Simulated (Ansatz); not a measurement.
Relaxation of the cluster BiF3 with UKS PBE-D4/def2-TZVP.

```sh
$ ansatz run in.yaml --threads 4 --pin off --events-out ev --progress --plain --max-ram 3916MiB
```

```yaml
crystal:
  periodic: [false, false, false]
  atoms:
    - {symbol: Bi, position_ang: [0.622268, -0.217117, 0.404197]}
    - {symbol: F, position_ang: [-1.173077, -0.015371, 1.304980]}
    - {symbol: F, position_ang: [0.585536, 1.556848, -0.558464]}
    - {symbol: F, position_ang: [-0.034727, -1.324360, -1.150713]}
basis:
  gaussian: {orbitals: def2-TZVP}
magnetization: {spin_polarized: true, initial_magnetization: 2}
hamiltonian: {xc: pbe, dispersion: d4}
scf: {lower_state_search: "off"}
output: {orbitals: {seedname: orbitals}}
relax: {f_tol: 0.02, max_steps: 100}
```

Run time 21 s (4 threads of Arm Neoverse V1 on a shared host).

Positions (Å) and forces (eV/Å) at steps 1, 2, 3, 4, 5, 7, 8, 9, 10, 11, 12, 13, 14, 15, 16 of 16:

```xyz
4
step=1 energy=-13985.2032 eV
Bi    0.622   -0.217    0.404    1.074   -0.924    3.176
F    -1.173   -0.015    1.305   -0.364    0.017    0.372
F     0.586    1.557   -0.558   -0.184    1.302   -1.606
F    -0.035   -1.324   -1.151   -0.526   -0.395   -1.942
4
step=2 energy=-13985.7567 eV
Bi    0.634   -0.257    0.575   -0.085   -0.081    0.413
F    -1.217   -0.023    1.406   -0.001   -0.026    0.186
F     0.571    1.451   -0.720    0.043    0.095   -0.290
F     0.011   -1.170   -1.262    0.042    0.013   -0.310
4
step=3 energy=-13985.8573 eV
Bi    0.578   -0.257    0.613    0.422   -0.410    1.151
F    -1.245   -0.034    1.521   -0.153    0.075   -0.015
F     0.596    1.394   -0.806   -0.214   -0.064   -0.630
F     0.070   -1.103   -1.328   -0.055    0.398   -0.506
4
step=4 energy=-13986.3487 eV
Bi    0.604   -0.298    0.727    0.037   -0.296    1.337
F    -1.261   -0.022    1.550    0.297    0.015   -0.304
F     0.546    1.239   -0.907   -0.314   -0.513   -0.637
F     0.111   -0.919   -1.370   -0.020    0.795   -0.396
4
step=5 energy=-13986.5651 eV
Bi    0.642   -0.338    0.839   -0.308    0.149   -0.374
F    -1.251   -0.005    1.518    0.242   -0.026   -0.096
F     0.485    1.118   -0.967    0.007   -0.130    0.231
F     0.125   -0.775   -1.390    0.058    0.007    0.239
4
step=7 energy=-13986.5789 eV
Bi    0.648   -0.346    0.818   -0.008   -0.017    0.004
F    -1.233    0.013    1.480    0.008    0.019    0.005
F     0.460    1.113   -0.929   -0.021   -0.005    0.004
F     0.125   -0.781   -1.369    0.020    0.003   -0.013
4
step=8 energy=-13986.5847 eV
Bi    0.642   -0.415    0.811   -0.279    0.083   -0.191
F    -1.209    0.103    1.480    0.180   -0.015    0.022
F     0.368    1.120   -0.872   -0.021   -0.263    0.028
F     0.198   -0.808   -1.419    0.120    0.195    0.142
4
step=9 energy=-13986.5877 eV
Bi    0.605   -0.510    0.789   -0.710    0.381   -0.370
F    -1.174    0.228    1.517    0.502   -0.185   -0.026
F     0.245    1.111   -0.811    0.064   -0.550    0.043
F     0.325   -0.830   -1.495    0.145    0.354    0.353
4
step=10 energy=-13986.6586 eV
Bi    0.512   -0.551    0.755   -0.295    0.274   -0.276
F    -1.142    0.290    1.618    0.191   -0.026   -0.001
F     0.189    1.067   -0.835    0.015   -0.402    0.180
F     0.442   -0.806   -1.538    0.089    0.153    0.098
4
step=11 energy=-13986.7343 eV
Bi    0.399   -0.644    0.702   -0.420    0.404   -0.060
F    -1.062    0.436    1.683    0.274   -0.182   -0.003
F     0.040    0.971   -0.784    0.040   -0.225    0.090
F     0.623   -0.763   -1.601    0.106    0.004   -0.028
4
step=12 energy=-13986.7514 eV
Bi    0.233   -0.628    0.597   -0.120   -0.395    0.821
F    -0.999    0.481    1.844    0.101    0.032   -0.118
F    -0.031    0.942   -0.803   -0.018    0.106   -0.385
F     0.798   -0.796   -1.638    0.038    0.257   -0.318
4
step=13 energy=-13986.7862 eV
Bi    0.117   -0.750    0.602   -0.299    0.449    0.321
F    -0.906    0.589    1.849    0.310   -0.465   -0.320
F    -0.126    0.854   -0.797    0.073   -0.037   -0.142
F     0.914   -0.693   -1.654   -0.084    0.053    0.141
4
step=14 energy=-13986.7968 eV
Bi    0.105   -0.706    0.638    0.293   -0.193   -0.580
F    -0.902    0.538    1.867   -0.292    0.349    0.369
F    -0.108    0.870   -0.852    0.074   -0.227    0.092
F     0.905   -0.702   -1.653   -0.075    0.071    0.119
4
step=15 energy=-13986.8098 eV
Bi    0.113   -0.702    0.619    0.029   -0.110    0.060
F    -0.913    0.545    1.879   -0.019    0.029    0.021
F    -0.096    0.853   -0.848   -0.029    0.104   -0.058
F     0.896   -0.696   -1.650    0.020   -0.023   -0.022
4
step=16 energy=-13986.8105 eV
Bi    0.112   -0.707    0.620    0.003   -0.002   -0.007
F    -0.911    0.546    1.879    0.000    0.001    0.001
F    -0.100    0.857   -0.851   -0.003    0.007    0.001
F     0.899   -0.697   -1.647    0.000   -0.005    0.006
```

In the def2 sets Bi takes a core potential; there is no spin–orbit coupling. The relaxation made no stability test and no search for a lower SCF solution. At PBE-D4/def2-TZVP a singlet of charge 0 lies 4.15 eV below the triplet, each at its own geometry. The structure comes from a short search, and lower isomers may exist.
